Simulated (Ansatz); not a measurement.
The cluster InTe₃, 4 atoms. Hardware: 4 threads of Arm Neoverse V1 on a shared host.

In the def2 sets In, Te take a core potential; there is no spin–orbit coupling. Correlated methods freeze 16 core orbitals; core or outer-core shells of In, Te are correlated, in sets that lack core-valence functions.

(1) How many basis functions does each of these Ansatz runs have, and roughly what does it cost? r2SCAN-D4/def2-TZVP, charge 1 triplet at the geometry of the charge 0 doublet, energy, from earlier orbitals; PBE0-D4/def2-TZVPD, charge 0 doublet, energy, from earlier orbitals; MP2/def2-TZVP, charge 0 doublet, energy, from earlier orbitals; PBE-D4/def2-TZVPD, charge -1 triplet at the geometry of the charge 0 doublet, energy, from earlier orbitals; PBE-D4/def2-TZVP, charge 0 quartet, energy, from earlier orbitals; B97M-V/def2-TZVP, charge 0 quartet, energy, from earlier orbitals; r2SCAN-D4/def2-TZVPD, charge -1 singlet at the geometry of the charge 0 doublet, energy, from earlier orbitals; PBE-D4/def2-SVP, charge 0 doublet, energy, from earlier orbitals; PBE0-D4/def2-TZVP, charge 1 singlet at the geometry of the charge 0 doublet, energy; CCSD(T)/def2-SVP, charge 0 doublet, energy, from earlier orbitals; r2SCAN-D4/def2-TZVP, charge 0 quartet, energy, from earlier orbitals; PBE0-D4/def2-TZVP, charge 0 doublet, energy and forces, from earlier orbitals.

## Answers

(1) Other jobs shared the machine, so times can vary by a factor of up to 3. A dash marks memory too small to be measured apart from the calling script's.

```csv
run,functions,fitting or Cholesky vectors,wall time,peak host memory (GiB)
"PBE-D4/def2-SVP, charge 0 doublet, energy, from earlier orbitals",104,1276,2.2 s,–
"PBE0-D4/def2-TZVP, charge 1 singlet at the geometry of the charge 0 doublet, energy",200,1795,4.8 s,0.79
"PBE-D4/def2-TZVP, charge 0 quartet, energy, from earlier orbitals",200,1546,5.5 s,–
"PBE-D4/def2-TZVPD, charge -1 triplet at the geometry of the charge 0 doublet, energy, from earlier orbitals",233,1778,7.5 s,–
"r2SCAN-D4/def2-TZVPD, charge -1 singlet at the geometry of the charge 0 doublet, energy, from earlier orbitals",233,1778,7.5 s,–
"PBE0-D4/def2-TZVP, charge 0 doublet, energy and forces, from earlier orbitals",200,1795,13 s,0.97
"r2SCAN-D4/def2-TZVP, charge 0 quartet, energy, from earlier orbitals",200,1546,14 s,–
"PBE0-D4/def2-TZVPD, charge 0 doublet, energy, from earlier orbitals",233,1944,15 s,1.2
"B97M-V/def2-TZVP, charge 0 quartet, energy, from earlier orbitals",200,1546,23 s,0.63
"MP2/def2-TZVP, charge 0 doublet, energy, from earlier orbitals",200,1931,24 s,0.84
"r2SCAN-D4/def2-TZVP, charge 1 triplet at the geometry of the charge 0 doublet, energy, from earlier orbitals",200,1546,30 s,0.71
"CCSD(T)/def2-SVP, charge 0 doublet, energy, from earlier orbitals",104,1338,58 s,1.5
```
